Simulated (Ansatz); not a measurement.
Consider the ligand exchange at a Cd–C bond: `C[CH2][Cd][F]` + H–F → `[F][Cd][F]` + `CC`.

Computed with Ansatz on PBE0-D4/def2-TZVP structures; ΔE is electronic, products minus reactants. CCSD(T)/CBS adds triple-zeta CCSD(T) − MP2 to the extrapolated MP2 energy (def2 sets, frozen cores). This one scheme is used for every species. DFT in def2-TZVPP. B3LYP here is the variant with VWN-RPA as its local correlation; programs differ in this. def2 core potentials past Kr. For Cd outer-core shells are correlated without core-valence functions, which leaves a few kJ/mol of doubt a bond. Each species was taken in one conformer, which may not be the lowest.

`C[CH2][Cd][F]`:

```xyz
9

C     0.268    1.141    0.231
C     0.580   -0.319   -0.064
Cd   -1.103   -1.544   -0.312
F    -2.666   -2.688   -0.543
H    -0.305    1.611   -0.572
H    -0.305    1.262    1.152
H     1.191    1.720    0.348
H     1.170   -0.418   -0.979
H     1.170   -0.765    0.740
```

H–F:

Cartesian coordinates in Å:
```
F -0.289 -0.284 0.218
H 0.289 0.284 -0.218
```

`[F][Cd][F]`:

Z-matrix (Å, degrees):
```
Cd
F 1 1.921
F 1 1.921 2 180.0
```

`CC`:

Cartesian coordinates in Å:
```
C -0.686 0.258 0.200
C 0.686 -0.258 -0.200
H -1.483 -0.313 -0.281
H -0.838 0.188 1.280
H -0.816 1.305 -0.082
H 1.483 0.313 0.281
H 0.838 -0.188 -1.280
H 0.816 -1.305 0.082
```

| level | ΔE (kcal/mol) | difference from CCSD(T)/CBS |
| --- | --- | --- |
| LDA (SPW92) | -4.3 | 4.7 |
| PBE-D4 | -8.3 | 0.7 |
| B97M-V | -14.0 | -5.0 |
| CAM-B3LYP-D4 | -11.9 | -2.9 |
| revPBE | -10.6 | -1.6 |
| PBE0 | -9.4 | -0.4 |
| B3LYP | -11.9 | -2.9 |
| r2SCANh | -10.6 | -1.6 |
| CAM-B3LYP | -12.8 | -3.8 |
| LC-ωPBE | -13.4 | -4.4 |
| HF/def2-SVP | -20.3 | -11.3 |
| CCSD/def2-SVP | -12.4 | -3.4 |
| CCSD(T)/def2-SVP | -11.4 | -2.4 |
| MP2/def2-TZVPP | -3.7 | 5.3 |
| CCSD/def2-TZVPP | -8.9 | 0.1 |
| CCSD/CBS(def2) | -10.4 | -1.4 |
| CCSD(T)/CBS | -9.0 | 0 |

Largest T1 diagnostic among the species: 0.018.

From BLYP to BHLYP (50 % exact exchange), in def2-TZVPP and without D4, ΔE moves by −1.0 kcal/mol. In def2-TZVPP, CCSD(T) changes the Hartree–Fock value by +11.2 kcal/mol (the triples alone add +1.4 kcal/mol) and MP2 by +14.9 kcal/mol. Leaving LDA and LC-ωPBE aside and taking each functional with its dispersion term where it has one, the values, not all of them listed here, spread over 5.8 kcal/mol, from B97M-V to PBE-QIDH. LDA lies +5.0 kcal/mol from PBE without D4.
